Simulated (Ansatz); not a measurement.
Born–Oppenheimer molecular dynamics of a periodic cell of 40 atoms, CF4 (contents 8 CF4, density as packed 1.61 g/cm³ with natural masses). It starts from a partly relaxed structure (largest force component 0.15 eV/Å).

Method: DFT PBE-D3(BJ), scalar-relativistic, plane waves, PAW (Ansatz). Settings: accuracy low, cutoff 420 eV, k mesh 1x1x1, fermi-dirac smearing 0.05 eV, no spin polarisation.

```
ensemble        : NVT, Langevin thermostat
time step       : 1 fs
steps asked     : 300
set temperature : 1500 K
friction        : 0.02 /fs
seed            : 263240
```

Frames 5 fs apart, positions in Å.

Velocities at 140.0 fs (Å/ps):

```
C -5.79 5.68 -4.08
F 7.24 7.38 0.91
F -8.01 -9.79 2.35
F -9.46 9.08 4.69
F 5.74 -1.00 -7.11
C 14.40 13.15 14.51
F 7.90 6.70 -6.31
F -5.38 6.70 -4.46
F -2.86 -4.58 2.21
F 10.22 -3.44 2.34
C -4.98 -13.40 4.46
F -3.74 -8.06 -13.15
F 7.12 -1.38 -7.45
F 7.19 4.61 -13.12
F 2.67 -3.27 -10.26
C -13.72 4.32 -13.83
F 4.46 -7.05 1.65
F -3.65 -1.45 -7.03
F 1.95 7.02 -11.97
F 2.47 7.32 3.31
C 14.87 10.21 17.49
F 1.54 8.09 -2.17
F -5.53 -0.01 8.32
F -0.48 13.34 -16.64
F -0.67 2.21 5.10
C 13.42 14.80 3.21
F -0.56 7.27 -2.28
F 6.82 1.77 -4.48
F -11.42 -3.44 2.08
F -4.86 -8.53 -13.12
C -10.82 3.36 0.35
F 14.22 -8.00 15.63
F 5.54 -0.03 16.33
F 1.03 -2.57 -2.80
F -5.45 3.65 0.76
C 9.38 -2.63 -12.96
F 6.82 -4.66 -14.01
F 15.53 0.37 -11.15
F 5.18 -0.86 -0.06
F 3.86 -2.81 -7.08
```

```xyz
40
Lattice="8.9959 0.0000 0.0000 0.0000 8.9959 0.0000 0.0000 0.0000 8.9959" Properties=species:S:1:pos:R:3 time_fs=140.0 energy_less_start_eV=4.438 T=1258
C 2.021 5.354 2.196
F 1.713 4.641 1.083
F 2.405 4.316 2.971
F 3.068 6.168 1.847
F 1.172 6.170 2.744
C 1.038 4.332 6.372
F 1.877 4.027 7.333
F -0.111 3.748 6.747
F 0.894 5.669 6.289
F 1.168 3.631 5.282
C 5.842 7.716 5.461
F 6.968 6.739 5.780
F 5.120 8.079 6.470
F 6.476 8.825 4.939
F 5.188 6.998 4.500
C 7.201 7.338 0.453
F 6.823 8.508 -0.024
F 6.073 7.035 1.284
F 7.117 6.419 -0.472
F 8.344 7.339 1.164
C 3.409 1.411 0.373
F 3.804 2.602 0.734
F 2.177 1.554 -0.222
F 4.206 0.616 -0.381
F 3.096 0.666 1.481
C 7.286 2.870 1.406
F 8.250 2.887 2.392
F 6.599 1.650 1.324
F 6.371 3.884 1.595
F 8.110 2.932 0.199
C 1.337 8.819 5.991
F -0.002 8.789 5.454
F 2.067 7.862 5.513
F 1.726 10.087 5.806
F 1.298 8.351 7.278
C 4.532 3.867 5.373
F 5.568 4.451 5.991
F 3.860 2.977 6.121
F 3.742 4.872 5.139
F 4.947 3.288 4.296
40
Lattice="8.9959 0.0000 0.0000 0.0000 8.9959 0.0000 0.0000 0.0000 8.9959" Properties=species:S:1:pos:R:3 time_fs=145.0 energy_less_start_eV=4.625 T=1102
C 2.018 5.352 2.165
F 1.720 4.682 1.093
F 2.367 4.271 2.983
F 3.019 6.203 1.868
F 1.178 6.169 2.735
C 1.064 4.369 6.434
F 1.923 4.071 7.322
F -0.133 3.779 6.747
F 0.873 5.658 6.285
F 1.236 3.630 5.264
C 5.839 7.654 5.466
F 6.939 6.715 5.710
F 5.131 8.078 6.436
F 6.499 8.835 4.891
F 5.199 6.986 4.459
C 7.116 7.363 0.414
F 6.856 8.485 -0.029
F 6.054 7.008 1.266
F 7.133 6.464 -0.528
F 8.347 7.381 1.164
C 3.436 1.421 0.447
F 3.836 2.643 0.725
F 2.168 1.554 -0.201
F 4.209 0.700 -0.443
F 3.099 0.675 1.513
C 7.363 2.919 1.397
F 8.239 2.936 2.381
F 6.643 1.659 1.325
F 6.340 3.865 1.604
F 8.071 2.892 0.153
C 1.257 8.815 6.019
F 0.085 8.745 5.525
F 2.117 7.867 5.566
F 1.746 10.066 5.800
F 1.261 8.368 7.289
C 4.602 3.883 5.321
F 5.606 4.433 5.926
F 3.938 2.992 6.075
F 3.755 4.874 5.139
F 4.956 3.266 4.251
40
Lattice="8.9959 0.0000 0.0000 0.0000 8.9959 0.0000 0.0000 0.0000 8.9959" Properties=species:S:1:pos:R:3 time_fs=150.0 energy_less_start_eV=4.011 T=1325
C 2.071 5.322 2.167
F 1.696 4.726 1.098
F 2.325 4.245 2.986
F 2.999 6.229 1.883
F 1.181 6.163 2.738
C 1.020 4.373 6.479
F 1.976 4.098 7.362
F -0.152 3.834 6.779
F 0.840 5.644 6.272
F 1.315 3.650 5.259
C 5.906 7.599 5.403
F 6.886 6.723 5.642
F 5.117 8.059 6.434
F 6.505 8.800 4.865
F 5.218 7.006 4.447
C 7.029 7.347 0.455
F 6.866 8.511 -0.065
F 6.061 6.962 1.243
F 7.174 6.494 -0.568
F 8.333 7.428 1.146
C 3.377 1.399 0.477
F 3.885 2.672 0.708
F 2.184 1.529 -0.195
F 4.190 0.795 -0.483
F 3.110 0.696 1.568
C 7.384 2.916 1.347
F 8.218 2.975 2.394
F 6.702 1.684 1.340
F 6.342 3.841 1.623
F 8.004 2.881 0.126
C 1.219 8.794 6.072
F 0.138 8.694 5.584
F 2.155 7.890 5.570
F 1.763 10.036 5.803
F 1.218 8.413 7.316
C 4.650 3.909 5.278
F 5.676 4.421 5.876
F 4.030 3.000 6.067
F 3.730 4.908 5.140
F 4.977 3.251 4.162
40
Lattice="8.9959 0.0000 0.0000 0.0000 8.9959 0.0000 0.0000 0.0000 8.9959" Properties=species:S:1:pos:R:3 time_fs=155.0 energy_less_start_eV=3.914 T=1269
C 2.106 5.309 2.200
F 1.682 4.754 1.091
F 2.299 4.232 2.979
F 3.030 6.258 1.909
F 1.200 6.122 2.764
C 0.968 4.347 6.531
F 2.034 4.106 7.406
F -0.166 3.873 6.817
F 0.804 5.652 6.271
F 1.371 3.668 5.284
C 5.970 7.602 5.321
F 6.839 6.731 5.583
F 5.124 8.002 6.457
F 6.491 8.745 4.843
F 5.218 7.023 4.444
C 7.027 7.318 0.483
F 6.857 8.555 -0.092
F 6.096 6.904 1.224
F 7.215 6.506 -0.584
F 8.289 7.452 1.116
C 3.301 1.400 0.460
F 3.897 2.680 0.705
F 2.216 1.507 -0.186
F 4.152 0.872 -0.485
F 3.124 0.737 1.615
C 7.339 2.910 1.280
F 8.175 2.999 2.359
F 6.744 1.700 1.341
F 6.352 3.822 1.610
F 7.904 2.877 0.144
C 1.308 8.745 6.125
F 0.090 8.626 5.608
F 2.172 7.923 5.541
F 1.780 10.002 5.826
F 1.167 8.464 7.368
C 4.651 3.920 5.261
F 5.769 4.428 5.839
F 4.122 3.015 6.083
F 3.710 4.946 5.152
F 4.995 3.255 4.061
40
Lattice="8.9959 0.0000 0.0000 0.0000 8.9959 0.0000 0.0000 0.0000 8.9959" Properties=species:S:1:pos:R:3 time_fs=160.0 energy_less_start_eV=4.255 T=1224
C 2.117 5.314 2.219
F 1.677 4.769 1.078
F 2.282 4.231 2.970
F 3.085 6.261 1.919
F 1.218 6.065 2.815
C 0.985 4.319 6.509
F 2.051 4.131 7.431
F -0.188 3.896 6.848
F 0.786 5.669 6.260
F 1.405 3.679 5.337
C 5.968 7.670 5.276
F 6.830 6.720 5.558
F 5.171 7.944 6.452
F 6.484 8.702 4.810
F 5.183 7.027 4.419
C 7.096 7.329 0.446
F 6.830 8.603 -0.090
F 6.119 6.851 1.224
F 7.253 6.526 -0.579
F 8.232 7.461 1.100
C 3.294 1.423 0.430
F 3.884 2.655 0.687
F 2.227 1.495 -0.197
F 4.109 0.949 -0.479
F 3.159 0.776 1.659
C 7.256 2.878 1.276
F 8.134 3.019 2.300
F 6.800 1.700 1.337
F 6.391 3.806 1.553
F 7.839 2.917 0.134
C 1.383 8.720 6.121
F 0.023 8.555 5.625
F 2.182 7.973 5.498
F 1.771 9.956 5.860
F 1.125 8.506 7.462
C 4.665 3.941 5.267
F 5.845 4.434 5.798
F 4.203 3.037 6.092
F 3.717 4.968 5.154
F 5.023 3.291 3.995
```

Of the whole run (300 fs, mean temperature of the second half 1414 K): A run of 0.3 ps of so small a system gives no equilibrium averages. Limits of this set-up: coarse k mesh, low accuracy level.

Time of the run: 13 min on 2 threads of Intel(R) Xeon(R) Platinum 8375C CPU @ 2.90GHz (Ice Lake), with other jobs on the host, peak memory 0.79 GiB.
